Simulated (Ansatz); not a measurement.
**A family of molecules: the dipole moment**

One atom is swapped for its congeners: CH4O2Si `CO[Si]O`; CH4GeO2 `C[O][Ge][OH]`; CH4O2Sn `C[O][Sn][OH]`. All are singlets with charge 0.

Shapes, held fixed at every level: PBE0-D4/def2-TZVP. Flexible molecules stand in one conformer, not always the lowest. Programs: Ansatz 0.2.0. Values in D.

(1) How should the dipole moment change along the series?

## Answers

(1) At wB97M-V/def2-TZVPP the dipole moment falls at every step, from 2.02 to 0.35 D. Every level shows the same order. For atoms past krypton def2 sets carry core potentials with scalar relativity. Relativity is left out for Ge unless named. Magnitudes only: a dipole under 1 D may point either way.

| level | CH4O2Si | CH4GeO2 | CH4O2Sn |
| --- | --- | --- | --- |
| PBE-D4/def2-TZVPP | 2.06 | 1.56 | 0.42 |
| r2SCAN-D4/def2-TZVPP | 2.13 | 1.65 | 0.43 |
| B3LYP-D4/def2-TZVPP | 2.05 | 1.46 | 0.38 |
| wB97M-V/def2-TZVPP | 2.02 | 1.44 | 0.35 |
